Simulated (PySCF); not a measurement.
C8H6N2Se, SMILES c1c[se]c(-c2cncnc2)c1.

Geometry optimised at B3LYP-D3(BJ)/def2-SVP. This is a generated structure with no PubChem entry under its InChIKey; it may be hypothetical. Other conformers were not sampled.

These are TDA-B3LYP/def2-SVP (PySCF 2.14.0) values and carry that method's errors.

Vertical excitations. 

```
state  energy (eV)  λ (nm)      f                                                main pairs
-----  -----------  ------  -----  --------------------------------------------------------
S1            4.01     309  0.021        HOMO−2→LUMO 42 %, HOMO−1→LUMO 42 %, HOMO→LUMO 11 %
S2            4.18     296  0.006  HOMO−1→LUMO+1 40 %, HOMO−2→LUMO+1 32 %, HOMO→LUMO+1 26 %
S3            4.44     279  0.357                          HOMO→LUMO 64 %, HOMO−1→LUMO 23 %
S4            4.53     274  0.036  HOMO→LUMO+1 66 %, HOMO−2→LUMO+1 13 %, HOMO−1→LUMO+1 11 %
S5            4.77     260  0.145        HOMO−2→LUMO 50 %, HOMO−1→LUMO 27 %, HOMO→LUMO 13 %
S6            4.91     252  0.014                    HOMO−2→LUMO+1 52 %, HOMO−1→LUMO+1 43 %
T1            2.92     424      0                                            HOMO→LUMO 91 %
T2            3.64     341      0  HOMO−1→LUMO+1 37 %, HOMO−2→LUMO+1 31 %, HOMO→LUMO+1 28 %
```
Triplets are in the Tamm–Dancoff approximation.
